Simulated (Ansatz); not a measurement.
Total energies of C4H7Ga.

```xyz
12

C    -0.003   -1.476    0.610
C     0.159   -0.574   -0.319
C     0.339    0.369   -1.199
C    -0.668    1.429   -1.530
Ga    0.556   -1.057    2.429
H    -0.444   -2.435    0.346
H     1.285    0.384   -1.736
H    -0.949    1.385   -2.586
H    -0.257    2.425   -1.346
H    -1.571    1.314   -0.930
H     0.373   -2.121    3.568
H     1.179    0.357    2.692
```

Charge 0, multiplicity 1. Correlated methods include outer-core shells of Ga, which these sets cover unevenly. Scalar relativity is left out up to krypton. The bonds changed during the relaxation, so this is another structure than the one it started from. The structure was optimised at the PBE0-D4/def2-TZVP level. Basis def2-TZVPP, the Gaussian-basis code of Ansatz.

RPA on PBE orbitals: Hartree–Fock energy of these orbitals -2078.71475 Eh, correlation -1.43712 Eh (frozen core).

| functional | energy without D4 (Eh) | D4 term (kJ/mol) |
| --- | --- | --- |
| LDA (SPW92) | -2076.96486 | – |
| BLYP | -2081.46986 | -51.3 |
| r2SCAN | -2081.36678 | -6.0 |
| PBE0 | -2081.02462 | -20.0 |
| B3LYP | -2081.53789 | -37.7 |
| r2SCANh | -2081.34848 | -6.4 |
| r2SCAN0 | -2081.32268 | -7.1 |
| HSE06 (plane-wave form) | -2081.01450 | -18.7 |
| BHLYP | -2081.34865 | -29.0 |
| CAM-B3LYP | -2081.50083 | -20.4 |
| LC-ωPBE | -2081.11077 | – |
| ωB97M-V | -2081.28749 | – |
| B2PLYP | -2080.96307 | – |
| PBE-QIDH | -2080.65951 | – |

Give the same for PBE, revPBE, B97M-V, ωB97X-V. (Estimate.)

The calculation gave: 
```csv
functional,energy without D4 (Eh),D4 term (kJ/mol)
PBE,-2080.96576,-23.5
revPBE,-2081.29199,-71.6
B97M-V,-2081.11828,–
ωB97X-V,-2081.24976,–
```

B3LYP takes the VWN-RPA correlation (the form of Gaussian; ORCA's B3LYP/G). HSE06 is the plane-wave form, built on full-range PBE exchange. The double hybrids freeze the cores in their second-order part.

LC-ωPBE has ω = 0.4 bohr⁻¹.
